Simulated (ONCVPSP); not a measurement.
**Pseudopotential generation for platinum (Pt): ONCV, PBE, scalar-relativistic.**

Input for ONCVPSP 4.0.1:

```
# ATOM AND REFERENCE CONFIGURATION
# atsym  z   nc   nv     iexc    psfile
  Pt 78.00   10    3        4      upf
#
#   n    l    f
    1    0    2.00
    2    0    2.00
    2    1    6.00
    3    0    2.00
    3    1    6.00
    3    2   10.00
    4    0    2.00
    4    1    6.00
    4    2   10.00
    4    3   14.00
    5    0    2.00
    5    1    6.00
    5    2    8.00
#
# PSEUDOPOTENTIAL AND OPTIMIZATION
# lmax
    2
#
#   l,   rc,      ep,       ncon, nbas, qcut
    0    1.50    0.00    4    8    9.40
    1    1.20    0.00    4    9    7.10
    2    2.15    0.00    3    7    6.10
#
# LOCAL POTENTIAL
# lloc, lpopt,  rc(5),   dvloc0
    4    1    1.20    4.00
#
# VANDERBILT-KLEINMAN-BYLANDER PROJECTORs
# l, nproj, debl
    0    1    1.60
    1    2    3.60
    2    2    1.00
#
# MODEL CORE CHARGE
# icmod, fcfact, rcfact
    3    4.25    1.75
#
# LOG DERIVATIVE ANALYSIS
# epsh1, epsh2, depsh
   -6.00    5.00    0.04
#
# OUTPUT GRID
# rlmax, drl
    6.00    0.01
#
# TEST CONFIGURATIONS
# ncnf
    4
# nvcnf
#   n    l    f
    4
    5    0    2.00
    5    1    6.00
    5    2    9.00
    6    0    1.00
#
    3
    5    0    2.00
    5    1    6.00
    5    2    9.00
#
    3
    5    0    2.00
    5    1    6.00
    5    2    7.00
#
    4
    5    0    2.00
    5    1    6.00
    5    2    8.00
    6    0    2.00
#
```

Command:

```bash
oncvpsp.x < Pt.dat > Pt.out
```

Resulting log (shortened: citation, most of the input echo, consistency checks and plot data are left out):

```
ONCVPSP  (Optimized Norm-Conservinng Vanderbilt PSeudopotential)
scalar-relativistic version 4.0.1

#   n    l    f        energy (Ha)
    1    0    2.00    -2.8833645E+03
    2    0    2.00    -5.0715874E+02
    2    1    6.00    -4.3956215E+02
    3    0    2.00    -1.1971931E+02
    3    1    6.00    -1.0003817E+02
    3    2   10.00    -7.8717014E+01
    4    0    2.00    -2.6332953E+01
    4    1    6.00    -1.9880081E+01
    4    2   10.00    -1.2048652E+01
    4    3   14.00    -3.3477511E+00
    5    0    2.00    -4.5116062E+00
    5    1    6.00    -2.8239775E+00
    5    2    8.00    -9.5099938E-01

Reference configufation results
  iterations    23
  all-electron total energy (Ha)   -1.84124439D+04

Begin loop to  construct optimized pseudo wave functions
and semi-local pseudopoentials for all angular momenta

Calculating optimized projector #   1

 for l=   0

    Fraction of norm inside rc  0.947306
    Optimizing pswf for qcut=   9.39 a_B^-1,  ecut=  44.12 Ha
    Residual kinetic energy error=  2.53D-07 Ha

    Energy error per electron        Cutoff
         Ha          eV             Ha
         0.01000     0.27211       23.83
         0.00100     0.02721       29.90
         0.00010     0.00272       34.76
         0.00001     0.00027       38.55

   Wellstate for l =  1  n =  7
     eigenvalue =   0.7760
     asymptotic potential =   1.2760
     half-point radius =  3.2544

Calculating optimized projector #   1

 for l=   1

    Fraction of norm inside rc  0.649595
    Optimizing pswf for qcut=   7.09 a_B^-1,  ecut=  25.17 Ha
    Residual kinetic energy error=  5.23D-03 Ha

    Energy error per electron        Cutoff
         Ha          eV             Ha
         0.01000     0.27211       21.83
         0.00100     0.02721      107.26
         0.00010     0.00272      186.71
         0.00001     0.00027      241.11

Calculating optimized projector #   2

 for l=   1

    Fraction of norm inside rc  0.033340
    Optimizing pswf for qcut=   7.09 a_B^-1,  ecut=  25.17 Ha
    Residual kinetic energy error=  1.27D-03 Ha

    Energy error per electron        Cutoff
         Ha          eV             Ha
         0.01000     0.27211        9.97
         0.00100     0.02721       26.28
         0.00010     0.00272       58.78
         0.00001     0.00027      143.82

   Wellstate for l =  2  n =  6
     eigenvalue =   0.0490
     asymptotic potential =   0.5490
     half-point radius =  3.6005

Calculating optimized projector #   1

 for l=   2

    Fraction of norm inside rc  0.842606
    Optimizing pswf for qcut=   6.09 a_B^-1,  ecut=  18.56 Ha
    Residual kinetic energy error=  1.96D-05 Ha

    Energy error per electron        Cutoff
         Ha          eV             Ha
         0.01000     0.27211       12.19
         0.00100     0.02721       14.92
         0.00010     0.00272       16.95
         0.00001     0.00027       24.21

Calculating optimized projector #   2

 for l=   2

    Fraction of norm inside rc  0.118258
    Optimizing pswf for qcut=   6.09 a_B^-1,  ecut=  18.56 Ha
    Residual kinetic energy error=  1.91D-05 Ha

    Energy error per electron        Cutoff
         Ha          eV             Ha
         0.01000     0.27211       11.36
         0.00100     0.02721       14.57
         0.00010     0.00272       16.92
         0.00001     0.00027       20.79

Construct Vanderbilt / Kleinmman-Bylander projectors

B matrix Hermiticity error, ll=   1
   1   2   -5.0338E-04

  Orthonormal projector coefficients  1.0053E+01  3.3979E+00

B matrix Hermiticity error, ll=   2
   1   2    1.1336E-04

  Orthonormal projector coefficients  2.7508E+00 -7.4273E-01

Model core correction analysis
  based on d2Exc/dn_idn_j

d2excae - all-electron derivatives

   -2.980427D-02   -2.563324D-02   -1.356015D-02
   -2.563329D-02   -2.512560D-02   -1.693526D-02
   -1.356018D-02   -1.693524D-02   -1.968205D-02

d2excps - pseudofunction derivatives with no core correction

   -4.671377D-02   -3.574876D-02   -1.572327D-02
   -3.574998D-02   -3.130217D-02   -1.840393D-02
   -1.572371D-02   -1.840400D-02   -2.084982D-02

rms 2nd derivative error    7.773105E-03

rmatch, rhocmatch    0.8213   17.0415

Teter function model core charge with specified parameters

d2excps - pseudofunction derivatives with core correction

   -2.336729D-02   -1.959537D-02   -1.017171D-02
   -1.959540D-02   -1.889518D-02   -1.312283D-02
   -1.017168D-02   -1.312276D-02   -1.725937D-02

rms 2nd derivative error    4.842716E-03

Pseudoatom total energy -119.741097

Diagnostic tests using Vanderbilt-Kleinman-Bylander pseudopotentials
  1 or more projectors used as specified by nproj input data

   l    rcore       rmatch      e in        delta e   norm test  slope test

   0   1.5028013   1.5484296  -4.5116062   0.0000018   1.0000031   0.9999905

   1   1.2044153   1.2409840  -2.8239775  -0.0000256   1.0002028   1.0002492
   1   1.2044153   1.2409840   0.7760225   0.0000529   1.0006943   1.0006943

   2   2.1516934   2.2170235  -0.9509994  -0.0000309   1.0000851   1.0000571
   2   2.1516934   2.2170235   0.0490006   0.0000150   1.0002195   1.0002195

 Testing for bound ghosts
   n   l    E NL Schr. Eq   E Basis Diag.   E Cutoff

   1   0       -4.511604       -4.511603     84.39

   2   1       -2.824003       -2.823712    272.27

   3   2       -0.951030       -0.950961     55.96

 Testing for highly-localized positive-energy ghosts
       l    <radius>/rc     E Basis Diag.   E Cutoff

Test configuration 0

   n   l     f        eae           eps        diff
   1   0  2.0000-2883.36447650
   2   0  2.0000 -507.15873813
   2   1  6.0000 -439.56215014
   3   0  2.0000 -119.71931376
   3   1  6.0000 -100.03816843
   3   2 10.0000  -78.71701409
   4   0  2.0000  -26.33295258
   4   1  6.0000  -19.88008133
   4   2 10.0000  -12.04865177
   4   3 14.0000   -3.34775115
   5   0  2.0000   -4.51160619   -4.51160443    1.76D-06
   5   1  6.0000   -2.82397749   -2.82400308   -2.56D-05
   5   2  8.0000   -0.95099938   -0.95103025   -3.09D-05

    Total energies and differences
      AE_ref= -1.84124439D+04  AE_tst= -1.84124439D+04  dif=  0.00D+00
      PS_ref= -1.19741097D+02  PS_tst= -1.19741097D+02  dif=  9.38D-13
      PSP excitation error= -9.38D-13

Test configuration 1

   n   l     f        eae           eps        diff
   1   0  2.0000-2882.58977367
   2   0  2.0000 -506.38549181
   2   1  6.0000 -438.78887724
   3   0  2.0000 -118.94638657
   3   1  6.0000  -99.26524108
   3   2 10.0000  -77.94410828
   4   0  2.0000  -25.56009571
   4   1  6.0000  -19.10726267
   4   2 10.0000  -11.27592159
   4   3 14.0000   -2.57529182
   5   0  2.0000   -3.74179352   -3.73961427    2.18D-03
   5   1  6.0000   -2.05865417   -2.05701821    1.64D-03
   5   2  9.0000   -0.22568882   -0.22462155    1.07D-03
   6   0  1.0000   -0.20797764   -0.20912721   -1.15D-03

    Total energies and differences
      AE_ref= -1.84124439D+04  AE_tst= -1.84135155D+04  dif= -1.07D+00
      PS_ref= -1.19741097D+02  PS_tst= -1.20814509D+02  dif= -1.07D+00
      PSP excitation error=  1.79D-03

Test configuration 2

   n   l     f        eae           eps        diff
   1   0  2.0000-2882.89240984
   2   0  2.0000 -506.68531004
   2   1  6.0000 -439.08875233
   3   0  2.0000 -119.24688898
   3   1  6.0000  -99.56574982
   3   2 10.0000  -78.24436605
   4   0  2.0000  -25.86106209
   4   1  6.0000  -19.40820667
   4   2 10.0000  -11.57675623
   4   3 14.0000   -2.87621042
   5   0  2.0000   -4.04436786   -4.04479191   -4.24D-04
   5   1  6.0000   -2.36315234   -2.36300059    1.52D-04
   5   2  9.0000   -0.52566799   -0.52545869    2.09D-04

    Total energies and differences
      AE_ref= -1.84124439D+04  AE_tst= -1.84131776D+04  dif= -7.34D-01
      PS_ref= -1.19741097D+02  PS_tst= -1.20474831D+02  dif= -7.34D-01
      PSP excitation error= -5.25D-06

Test configuration 3

   n   l     f        eae           eps        diff
   1   0  2.0000-2883.90083496
   2   0  2.0000 -507.69692379
   2   1  6.0000 -440.10034570
   3   0  2.0000 -120.25504433
   3   1  6.0000 -100.57389057
   3   2 10.0000  -79.25320425
   4   0  2.0000  -26.86717748
   4   1  6.0000  -20.41421329
   4   2 10.0000  -12.58272502
   4   3 14.0000   -3.88099001
   5   0  2.0000   -5.03602414   -5.03563301    3.91D-04
   5   1  6.0000   -3.33861310   -3.33906516   -4.52D-04
   5   2  7.0000   -1.42458938   -1.42484890   -2.60D-04

    Total energies and differences
      AE_ref= -1.84124439D+04  AE_tst= -1.84112599D+04  dif=  1.18D+00
      PS_ref= -1.19741097D+02  PS_tst= -1.18556751D+02  dif=  1.18D+00
      PSP excitation error= -3.94D-04

Test configuration 4

   n   l     f        eae           eps        diff
   1   0  2.0000-2882.69186374
   2   0  2.0000 -506.49189734
   2   1  6.0000 -438.89517576
   3   0  2.0000 -119.05169226
   3   1  6.0000  -99.37053519
   3   2 10.0000  -78.04980135
   4   0  2.0000  -25.66477311
   4   1  6.0000  -19.21198244
   4   2 10.0000  -11.38081684
   4   3 14.0000   -2.67996835
   5   0  2.0000   -3.84261243   -3.83665268    5.96D-03
   5   1  6.0000   -2.15330503   -2.14969260    3.61D-03
   5   2  8.0000   -0.29566332   -0.29360430    2.06D-03
   6   0  2.0000   -0.23894973   -0.23982155   -8.72D-04

    Total energies and differences
      AE_ref= -1.84124439D+04  AE_tst= -1.84134786D+04  dif= -1.03D+00
      PS_ref= -1.19741097D+02  PS_tst= -1.20780283D+02  dif= -1.04D+00
      PSP excitation error=  4.48D-03
```

The run took about 5.2 s on one core of a shared server CPU.
